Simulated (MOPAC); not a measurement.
A run for MOPAC: AM1 on FHSeTe (SMILES F[Te][SeH]), a point of a torsion scan.

```
AM1 1SCF PRECISE CHARGE=0 THREADS=1
FHSeTe

F      1.80744305 1    -0.65028952 1     0.19172845 1
Te     1.02509317 1     1.09011602 1    -0.33450897 1
Se    -1.28970898 1     0.41990396 1     0.39406806 1
H     -1.81258992 1     1.70667182 1    -0.00617269 1
```

Program output:

```
*******************************************************************************
 **                                                                           **
 **                              MOPAC v23.2.5                                **
 **                                                                           **
 *******************************************************************************
 ** MOPAC's Digital Object Identifier: https://doi.org/10.5281/zenodo.6511958 **
 **                                                                           **
 ** Please cite the open-source release paper for use of this MOPAC version:  **
 ** J. E. Moussa and J. J. P. Stewart (2026)                                  **
 ** MOPAC: An open-source semiempirical molecular orbital program             **
 ** J. Open Source Softw., 11(119), 8025, https://doi.org/10.21105/joss.08025 **
 *******************************************************************************

                              AM1 CALCULATION RESULTS

 *******************************************************************************
 *  AM1        - The AM1 Hamiltonian to be used
 *
 *
 *
 *                 CHARGE ON SYSTEM = 0
 *
 *
 *
 *  PRECISE    - TIGHTER CRITERIA TO BE USED
 *  1SCF       - DO 1 SCF AND THEN STOP
 *  THREADS=1  - MULTI-THREADING NOT USED
 *  T=         - A TIME OF 172800.0 SECONDS REQUESTED
 *  DUMP=N     - RESTART FILE WRITTEN EVERY 7200.0 SECONDS REQUESTED
 *******************************************************************************
AM1 1SCF PRECISE CHARGE=0 THREADS=1
 FHSeTe

   ATOM   CHEMICAL          X               Y               Z
  NUMBER   SYMBOL      (ANGSTROMS)     (ANGSTROMS)     (ANGSTROMS)

     1       F          1.80744305  *  -0.65028952  *   0.19172845  *
     2      Te          1.02509317  *   1.09011602  *  -0.33450897  *
     3      Se         -1.28970898  *   0.41990396  *   0.39406806  *
     4       H         -1.81258992  *   1.70667182  *  -0.00617269  *



          CARTESIAN COORDINATES

    NO.       ATOM           X           Y           Z

     1         F          1.8074     -0.6503      0.1917
     2        Te          1.0251      1.0901     -0.3345
     3        Se         -1.2897      0.4199      0.3941
     4         H         -1.8126      1.7067     -0.0062

  H: (AM1): M.J.S. DEWAR ET AL, J. AM. CHEM. SOC. 107 3902-3909 (1985)
  F: (AM1): M.J.S. DEWAR AND E. G. ZOEBISCH, THEOCHEM, 180, 1 (1988).
 Se: (AM1): J. J. P. STEWART, J. MOL. MOD., 10, 155-164 (2004)
 Te: (AM1): J. J. P. STEWART, J. MOL. MOD., 10, 155-164 (2004)

           Empirical Formula: H F Te Se  =     4 atoms



      MOLECULAR POINT GROUP   :   Cs


      RHF CALCULATION, NO. OF DOUBLY OCCUPIED LEVELS = 10


 -------------------------------------------------------------------------------
 AM1 1SCF PRECISE CHARGE=0 THREADS=1
 FHSeTe



     1SCF WAS SPECIFIED, SO BFGS WAS NOT USED
     SCF FIELD WAS ACHIEVED


                              AM1 CALCULATION
                                                       MOPAC v23.2.5 Linux




          FINAL HEAT OF FORMATION =         -9.07814 KCAL/MOL =     -37.98295 KJ/MOL


          COSMO AREA              =        113.34 SQUARE ANGSTROMS
          COSMO VOLUME            =        102.91 CUBIC ANGSTROMS

          IONIZATION POTENTIAL    =          7.126020 EV
          HOMO LUMO ENERGIES (EV) =         -7.126 -2.408
          NO. OF FILLED LEVELS    =         10
          MOLECULAR WEIGHT        =        226.5663         POINT GROUP:  Cs

          MOLECULAR DIMENSIONS (Angstroms)

            Atom       Atom       Distance
            H     4    F     1     4.32424
           Se     3   Te     2     1.99229
           Se     3    F     1     0.00000


          SCF CALCULATIONS        =          1





   ATOM   CHEMICAL          X               Y               Z
  NUMBER   SYMBOL      (ANGSTROMS)     (ANGSTROMS)     (ANGSTROMS)

     1       F          1.80744305  *  -0.65028952  *   0.19172845  *
     2      Te          1.02509317  *   1.09011602  *  -0.33450897  *
     3      Se         -1.28970898  *   0.41990396  *   0.39406806  *
     4       H         -1.81258992  *   1.70667182  *  -0.00617269  *

                             CARTESIAN COORDINATES

   1    F        1.807443050    -0.650289520     0.191728450
   2   Te        1.025093170     1.090116020    -0.334508970
   3   Se       -1.289708980     0.419903960     0.394068060
   4    H       -1.812589920     1.706671820    -0.006172690


           Empirical Formula: H F Te Se  =     4 atoms



      MOLECULAR POINT GROUP   :   Cs


                  EIGENVALUES
 -46.13037 -23.67142 -19.73487 -14.20443 -14.15195 -13.54810 -12.59696 -10.08158
  -8.86008  -7.12602  -2.40830  -0.58199   0.12995


              NET ATOMIC CHARGES AND DIPOLE CONTRIBUTIONS

  ATOM NO.   TYPE          CHARGE      No. of ELECS.   s-Pop       p-Pop
    1          F          -0.353775        7.3538     1.94353     5.41025
    2         Te           0.438174        5.5618     1.95542     3.60640
    3         Se          -0.077536        6.0775     1.97454     4.10299
    4          H          -0.006863        1.0069     1.00686
 DIPOLE           X         Y         Z       TOTAL
 POINT-CHG.    -0.374     3.187    -1.176     3.417
 HYBRID        -0.254    -0.594     0.284     0.706
 SUM           -0.628     2.593    -0.892     2.813


          ATOMIC ORBITAL ELECTRON POPULATIONS

     Atom    s        px        py        pz
    1  F   1.94353   1.88279   1.56945   1.95800
    2 Te   1.95542   0.90822   0.88200   1.81618
    3 Se   1.97454   1.14748   1.11673   1.83878
    4  H   1.00686

 **********************
 *                    *
 * JOB ENDED NORMALLY *
 *                    *
 **********************




 == MOPAC DONE ==
```

The run finished.

Cost: about 0.020 core-seconds (a rough figure).
